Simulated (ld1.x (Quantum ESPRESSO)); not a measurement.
**Configuration tests for Si (TM)**

ld1.x (Quantum ESPRESSO) 7.5 input, shortened:

```
&input
   title='Si', zed=14., rel=1, dft='PZ', iswitch=3,
   config='[Ne] 3s2 3p2 3d-2'
 /
 &inputp
   pseudotype=2, tm=.true., lloc=1,
   nlcc=.true., new_core_ps=.true., rcore=1.10
 /
3
3S  1  0   2.00   0.00  1.70  1.70  0.0
3D  3  2  -2.00  -0.10  1.80  1.80  0.0
3P  2  1   2.00   0.00  1.55  1.55  0.0
 &test
   configts(1)='3s2 3p2'
 /
```

Energies are relative to the spin-unpolarised reference configuration 3s2 3p2; without spin polarisation the order of configurations can differ from experiment. Spin-polarised rows fill each open shell by Hund’s rule, majority spin first. The frozen-core shift is the all-electron ΔE with the core orbitals held at their reference shape minus the fully relaxed ΔE.

**Question.** Give the all-electron excitation energy and the error of the potential for: 3s2 3p1; 3s2 3p0; 3s1 3p0; 3s2 3p2.3; 3s1 3p3; 3s1 3p2; 3s0 3p4; 3s2 3p2 (spin-polarised); 3s2 3p1 (spin-polarised).

**Answer.**

```
   valence configuration  charge  ΔE all-electron (eV)  error AE − PS (meV)  frozen-core shift (meV)
                 3s2 3p1      +1                 7.829                 +2.1                     +1.4
                 3s2 3p0      +2                23.943                  +12                      +14
                 3s1 3p0      +3                58.088                  +38                      +76
               3s2 3p2.3    -0.3                -0.957                 +0.1                      0.0
                 3s1 3p3       0                 6.807                 +0.5                     +0.8
                 3s1 3p2      +1                15.242                 +5.6                     +4.0
                 3s0 3p4       0                13.779                 +3.3                     +3.3
3s2 3p2 (spin-polarised)       0                -0.611                 +2.3                     +0.6
3s2 3p1 (spin-polarised)      +1                 7.624                 +2.7                     +1.6
```
